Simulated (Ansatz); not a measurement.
Start from `[OH][Cd][Br]` and change one element to get `[OH][Mg][Br]`.

Ansatz, PBE0-D4/def2-TZVP geometries, multiplicity 1. Each molecule was computed in one conformer, which needn't be the lowest.

Elements past krypton have def2 core potentials. Scalar relativity is left out up to krypton.

| property | `[OH][Cd][Br]` |
| --- | --- |
| size of the dipole moment (ωB97M-V/def2-TZVPP) / D | 1.63 |
| HOMO–LUMO gap (ωB97M-V/def2-TZVPP) / eV | 10.32 |
| LUMO energy (B3LYP/def2-TZVPP) / eV | -2.21 |
| HOMO energy (ωB97M-V/def2-TZVPP) / eV | -10.43 |
| HOMO–LUMO gap (PBE0/def2-TZVPP) / eV | 6.29 |
| size of the dipole moment (B3LYP/def2-TZVPP) / D | 1.58 |

Problem. What does the change do to each property? (Best estimate.)

Solution. The calculation gave: 
```tsv
property	`[OH][Mg][Br]`	shift
size of the dipole moment (ωB97M-V/def2-TZVPP) / D	2.01	0.38
HOMO–LUMO gap (ωB97M-V/def2-TZVPP) / eV	10.34	0.02
LUMO energy (B3LYP/def2-TZVPP) / eV	-1.76	0.45
HOMO energy (ωB97M-V/def2-TZVPP) / eV	-10.44	-0.01
HOMO–LUMO gap (PBE0/def2-TZVPP) / eV	6.77	0.48
size of the dipole moment (B3LYP/def2-TZVPP) / D	1.92	0.34
```

With PBE0 the HOMO falls by 0.05 eV and the LUMO rises by 0.43 eV, so the gap widens by about 0.48 eV. PBE moves the HOMO by 0.00 eV and ωB97M-V by -0.01 eV. Dipoles are sizes alone; their direction can turn.

B3LYP here is the variant with VWN-RPA as its local correlation; programs differ in this.

Spin–orbit coupling is left out; it splits and shifts lone-pair levels of the heavy atoms by tenths of an eV.
